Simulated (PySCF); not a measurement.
B2ClGeH4, GeH3NOSi, BGeH4N2 (calculated)

All values are calculated (PySCF 2.14.0). Calculation on a computer-drawn molecule: the log of a Hartree-Fock and frozen-core CCSD(T) single point meant for a local Hartree-Fock minimum, with one planted fault or none, to be diagnosed. Offsets are logged minus clean, where the clean run is the same molecule without the fault. The reference is restricted for singlets and unrestricted otherwise, and also for a bond in bohr or an excited solution. Adding or removing an electron swaps singlet and doublet. The excited solution moves the top pair (singlet) or top alpha electron (doublet) to the lowest empty orbital. Highest occupied and lowest empty are orbital energies over both spins, largest force is the largest gradient component, triples share is (T) over the correlation energy, the T1 limit is 0.02 restricted and 0.045 unrestricted, electrons count all cores, a negative frequency is imaginary (commonest isotopes), and the dipole is about the centre of nuclear charge; on germanium a core potential holds 10 electrons, which the energies leave out, and 3d is frozen in MP2 and coupled-cluster steps.

Common to all runs: meant basis and core potential on germanium cc-pVDZ-PP ECP10MDF; logged SCF converged yes; logged CC converged yes; logged SCF stable within its kind yes; possible faults no fault, one electron removed, one electron added, multiplicity raised by two, geometry at a saddle point, SCF held on an excited solution, minimal basis STO-3G, one bond length entered in bohr, all coordinates scaled.

```yaml
- entry: 1
  formula: B2ClGeH4
  logged_structure:
    atoms_angstrom:
      - [B, -0.361, -0.1379, 0.0862]
      - [B, 0.8045, 0.1961, 1.2451]
      - [Ge, 0.5292, 1.687, 2.6341]
      - [Cl, -1.5388, 2.4107, 2.7336]
      - [H, -1.1428, -1.0361, 0.2448]
      - [H, -0.4474, 0.5055, -0.9244]
      - [H, 1.8821, -0.3293, 1.2939]
      - [H, 0.9528, 1.501, 4.0924]
  given:
    meant_charge: 0
    meant_multiplicity: 2
    meant_basis: "cc-pV(D+d)Z"
    logged_electrons: 63
    logged_basis_functions: 94
    logged_spin_squared: 3.7883
    "logged_highest_occupied [eV]": -6.954
    "logged_lowest_empty [eV]": -2.3834
    "logged_largest_force [hartree/bohr]": 0.047809
    logged_T1_diagnostic: 0.032485
    logged_D1_diagnostic: 0.15798
    logged_triples_share: 0.030598
    "logged_dipole_magnitude [debye]": 1.7556
    "logged_energy_HF [hartree]": -804.40443
    "logged_energy_CCSD(T) [hartree]": -804.84252
    drawn_bonds_atom: [1, 2, 3, 1, 1, 2, 3]
    drawn_bonds_other_atom: [2, 3, 4, 5, 6, 7, 8]
    drawn_bonds_order: [1, 1, 1, 1, 1, 1, 1]
  results:
    planted_fault: "multiplicity raised by two"
    "HF_energy_offset_from_clean_run [kcal/mol]": 94.21
    "CCSD(T)_energy_offset_from_clean_run [kcal/mol]": 95.9
- entry: 2
  formula: GeH3NOSi
  logged_structure:
    atoms_angstrom:
      - ["N", 1.2975, 0.0665, 1.0092]
      - [Si, 2.8503, 0.5851, 0.6332]
      - [O, 3.7938, -0.1581, -0.2717]
      - [Ge, 3.647, 2.6445, 1.7069]
      - [H, 0.6558, 0.5553, 1.6016]
      - [H, 0.9103, -0.7759, 0.6244]
      - [H, 3.0915, 3.5038, 0.501]
  given:
    meant_charge: 0
    meant_multiplicity: 1
    meant_basis: "cc-pV(D+d)Z"
    logged_electrons: 64
    logged_basis_functions: 89
    logged_spin_squared: 2.0185
    "logged_highest_occupied [eV]": -8.3967
    "logged_lowest_empty [eV]": -0.93993
    "logged_largest_force [hartree/bohr]": 0.026682
    logged_T1_diagnostic: 0.026935
    logged_D1_diagnostic: 0.12911
    logged_triples_share: 0.03236
    "logged_dipole_magnitude [debye]": 5.1681
    "logged_energy_HF [hartree]": -713.35649
    "logged_energy_CCSD(T) [hartree]": -713.91255
    drawn_bonds_atom: [1, 2, 2, 1, 1, 4]
    drawn_bonds_other_atom: [2, 3, 4, 5, 6, 7]
    drawn_bonds_order: [1, 2, 1, 1, 1, 1]
  results:
    planted_fault: "multiplicity raised by two"
    "HF_energy_offset_from_clean_run [kcal/mol]": 17.75
    "CCSD(T)_energy_offset_from_clean_run [kcal/mol]": 26.07
- entry: 3
  formula: BGeH4N2
  logged_structure:
    atoms_angstrom:
      - [B, -0.735, -1.519, -0.739]
      - ["N", -0.4885, -0.6713, 0.2171]
      - [Ge, 0.9224, 0.7345, 0.364]
      - ["N", 1.0419, 1.7033, 1.6898]
      - [H, -0.9145, -2.2604, -1.627]
      - [H, -1.0841, -0.6932, 1.0383]
      - [H, 1.6803, 0.6076, -0.9205]
      - [H, 0.3987, 1.6041, 2.4603]
  given:
    meant_charge: 1
    meant_multiplicity: 1
    meant_basis: cc-pVDZ
    logged_electrons: 54
    logged_basis_functions: 85
    logged_spin_squared: 2.0339
    "logged_highest_occupied [eV]": -11.375
    "logged_lowest_empty [eV]": -4.4191
    "logged_largest_force [hartree/bohr]": 0.13635
    logged_T1_diagnostic: 0.018511
    logged_D1_diagnostic: 0.05818
    logged_triples_share: 0.030522
    "logged_dipole_magnitude [debye]": 6.7732
    "logged_energy_HF [hartree]": -428.91466
    "logged_energy_CCSD(T) [hartree]": -429.40605
    drawn_bonds_atom: [1, 2, 3, 1, 2, 3, 4]
    drawn_bonds_other_atom: [2, 3, 4, 5, 6, 7, 8]
    drawn_bonds_order: [1, 1, 2, 1, 1, 1, 1]
  results:
    planted_fault: "multiplicity raised by two"
    "HF_energy_offset_from_clean_run [kcal/mol]": 46.23
    "CCSD(T)_energy_offset_from_clean_run [kcal/mol]": 80.4
```
